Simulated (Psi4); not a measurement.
CH$_{5}$F$_{2}$NSi (SMILES C[Si](N)(F)F), singlet, at a GFN2-xTB geometry; MP2/cc-pVDZ in Psi4 1.11.

Psi4 was given this input:
```
memory 2 GB

molecule mol {
0 1
  C     1.617212    0.646632   -0.689872
  Si   -0.016353    0.006959    0.003521
  N    -1.355697    1.049339    0.187977
  F     0.237552   -0.643975    1.444477
  F    -0.529163   -1.217356   -0.892450
  H     1.495513    1.055882   -1.688822
  H     2.038606    1.428664   -0.064479
  H     2.352201   -0.151369   -0.752547
  H    -1.872096    1.364960   -0.614230
  H    -1.374187    1.731254    0.925939
}

set basis cc-pvdz
set reference rhf
set freeze_core true

energy('mp2')
print_variables()
```

It wrote (shortened):

```
    SCF Algorithm Type (re)set to DF.

   => Loading Basis Set <=

    Name: CC-PVDZ
    Role: ORBITAL
    Keyword: BASIS

         ---------------------------------------------------------
                                   SCF
               by Justin Turney, Rob Parrish, Andy Simmonett
                          and Daniel G. A. Smith
                              RHF Reference
         ---------------------------------------------------------

  ==> Geometry <==

    Molecular point group: c1
    Full point group: C1

    Geometry (in Angstrom), charge = 0, multiplicity = 1:

       Center              X                  Y                   Z               Mass
    ------------   -----------------  -----------------  -----------------  -----------------
         C            1.647251767772     0.721281527578    -0.717997503078    12.000000000000
         SI           0.013686767772     0.081608527578    -0.024604503078    27.976926534650
         N           -1.325657232228     1.123988527578     0.159851496922    14.003074004430
         F            0.267591767772    -0.569325472422     1.416351496922    18.998403162730
         F           -0.499123232228    -1.142706472422    -0.920575503078    18.998403162730
         H            1.525552767772     1.130531527578    -1.716947503078     1.007825032230
         H            2.068645767772     1.503313527578    -0.092604503078     1.007825032230
         H            2.382240767772    -0.076719472422    -0.780672503078     1.007825032230
         H           -1.842056232228     1.439609527578    -0.642355503078     1.007825032230
         H           -1.344147232228     1.805903527578     0.897813496922     1.007825032230

  Running in c1 symmetry.

  Rotational constants: A =      0.13220  B =      0.11506  C =      0.11468 [cm^-1]
  Rotational constants: A =   3963.19258  B =   3449.28837  C =   3438.07533 [MHz]
  Nuclear repulsion =  259.309433935305094

  Charge       = 0
  Multiplicity = 1
  Electrons    = 50
  Nalpha       = 25
  Nbeta        = 25

  ==> Algorithm <==

  SCF Algorithm Type is DF.
  DIIS enabled.
  MOM disabled.
  Fractional occupation disabled.
  Guess Type is SAD.
  Energy threshold   = 1.00e-08
  Density threshold  = 1.00e-08
  Integral threshold = 1.00e-12

  ==> Primary Basis <==

  Basis Set: CC-PVDZ
    Blend: CC-PVDZ
    Number of shells: 47
    Number of basis functions: 99
    Number of Cartesian functions: 104
    Spherical Harmonics?: true
    Max angular momentum: 2

   => Loading Basis Set <=

    Name: (CC-PVDZ AUX)
    Role: JKFIT
    Keyword: DF_BASIS_SCF

  ==> Integral Setup <==

  SCF_SUBTYPE=INCORE selected. In-core MEM_DF algorithm will be used.
  Using in-core AOs.

  ==> MemDFJK: Density-Fitted J/K Matrices <==

    J tasked:                   Yes
    K tasked:                   Yes
    wK tasked:                   No
    Algorithm:                 Core
    Schwarz Cutoff:           1E-12
    Mask sparsity (%):       0.0000
    Fitting Condition:        1E-10

   => Auxiliary Basis Set <=

  Basis Set: (CC-PVDZ AUX)
    Blend: CC-PVDZ-JKFIT
    Number of shells: 177
    Number of basis functions: 507
    Number of Cartesian functions: 579
    Spherical Harmonics?: true
    Max angular momentum: 3

  Minimum eigenvalue in the overlap matrix is 1.2221772327E-02.
  Reciprocal condition number of the overlap matrix is 2.4354799601E-03.
    Using symmetric orthogonalization.

  ==> Pre-Iterations <==

  SCF Guess: Superposition of Atomic Densities via on-the-fly atomic UHF (no occupation information).

   -------------------------
    Irrep   Nso     Nmo
   -------------------------
     A         99      99
   -------------------------
    Total      99      99
   -------------------------

  ==> Iterations <==

                           Total Energy        Delta E     RMS |[F,P]|

   @DF-RHF iter SAD:  -582.11028540819132   -5.82110e+02   0.00000e+00
   @DF-RHF iter   1:  -583.05902412587079   -9.48739e-01   5.92672e-03 DIIS/ADIIS
   @DF-RHF iter   2:  -583.18456325663931   -1.25539e-01   3.01576e-03 DIIS/ADIIS
   @DF-RHF iter   3:  -583.21678263455772   -3.22194e-02   4.00014e-04 DIIS/ADIIS
   @DF-RHF iter   4:  -583.21806929592799   -1.28666e-03   1.28656e-04 DIIS/ADIIS
   @DF-RHF iter   5:  -583.21818392806301   -1.14632e-04   2.93583e-05 DIIS
   @DF-RHF iter   6:  -583.21818996581919   -6.03776e-06   6.62727e-06 DIIS
   @DF-RHF iter   7:  -583.21819032427118   -3.58452e-07   2.25941e-06 DIIS
   @DF-RHF iter   8:  -583.21819036525426   -4.09831e-08   5.51525e-07 DIIS
   @DF-RHF iter   9:  -583.21819037029093   -5.03667e-09   1.35873e-07 DIIS
   @DF-RHF iter  10:  -583.21819037060868   -3.17755e-10   3.31391e-08 DIIS
   @DF-RHF iter  11:  -583.21819037062653   -1.78488e-11   7.99227e-09 DIIS
  Energy and wave function converged.

  ==> Post-Iterations <==

    Orbital Energies [Eh]
    ---------------------

    Doubly Occupied:

[...]
      25A     -0.423035

    Virtual:

[...]
    Final Occupation by Irrep:
              A
    DOCC [    25 ]
    NA   [    25 ]
    NB   [    25 ]

  @DF-RHF Final Energy:  -583.21819037062653

   => Energetics <=

    Nuclear Repulsion Energy =            259.3094339353050941
    One-Electron Energy =               -1324.9088859783450971
    Two-Electron Energy =                 482.3812616724134159
    Total Energy =                       -583.2181903706265302

Computation Completed

Properties will be evaluated at   0.000000,   0.000000,   0.000000 [a0]

Properties computed using the SCF density matrix

 Multipole Moments:

 ------------------------------------------------------------------------------------
     Multipole            Electronic (a.u.)      Nuclear  (a.u.)        Total (a.u.)
 ------------------------------------------------------------------------------------

 L = 1.  Multiply by 2.5417464519 to convert [e a0] to [Debye]
 Dipole X            :         -2.6251197            2.8383259            0.2132062
 Dipole Y            :         -5.6359811            7.0533638            1.4173827
 Dipole Z            :          2.2425777           -2.6574654           -0.4148877
 Magnitude           :                                                    1.4921671

 ------------------------------------------------------------------------------------

  //>>>>>>>>>>>>>>>>>>>>>>>>>>>>>>>>>>>//
  //               DFMP2               //
  //<<<<<<<<<<<<<<<<<<<<<<<<<<<<<<<<<<<//

   => Loading Basis Set <=

    Name: (CC-PVDZ AUX)
    Role: RIFIT
    Keyword: DF_BASIS_MP2

	 --------------------------------------------------------
	                          DF-MP2
	      2nd-Order Density-Fitted Moller-Plesset Theory

	        Rob Parrish, Justin Turney, Andy Simmonett,
	           Ed Hohenstein, and C. David Sherrill
	 --------------------------------------------------------

   => Auxiliary Basis Set <=

  Basis Set: (CC-PVDZ AUX)
    Blend: CC-PVDZ-RI
    Number of shells: 126
    Number of basis functions: 370
    Number of Cartesian functions: 429
    Spherical Harmonics?: true
    Max angular momentum: 3

	 --------------------------------------------------------
	                 NBF =    99, NAUX =   370
	 --------------------------------------------------------
	   CLASS    FOCC     OCC    AOCC    AVIR     VIR    FVIR
	   PAIRS       9      25      16      74      74       0
	 --------------------------------------------------------

	-----------------------------------------------------------
	 ==================> DF-MP2 Energies <====================
	-----------------------------------------------------------
	 Reference Energy          =    -583.2181903706265302 [Eh]
	 Singles Energy            =      -0.0000000000000000 [Eh]
	 Same-Spin Energy          =      -0.2008633031843567 [Eh]
	 Opposite-Spin Energy      =      -0.5797424985579127 [Eh]
	 Correlation Energy        =      -0.7806058017422695 [Eh]
	 Total Energy              =    -583.9987961723687704 [Eh]
	-----------------------------------------------------------
	 ================> DF-SCS-MP2 Energies <==================
	-----------------------------------------------------------
	 SCS Same-Spin Scale       =       0.3333333333333333 [-]
	 SCS Opposite-Spin Scale   =       1.2000000000000000 [-]
	 SCS Same-Spin Energy      =      -0.0669544343947856 [Eh]
	 SCS Opposite-Spin Energy  =      -0.6956909982694952 [Eh]
	 SCS Correlation Energy    =      -0.7626454326642808 [Eh]
	 SCS Total Energy          =    -583.9808358032908018 [Eh]
	-----------------------------------------------------------

  Variable Map:
  ----------------------------------------------------------------------------
[...]
  Array Variable Map:
  ----------------------------------------------------------------------------
[...]
[...]
```
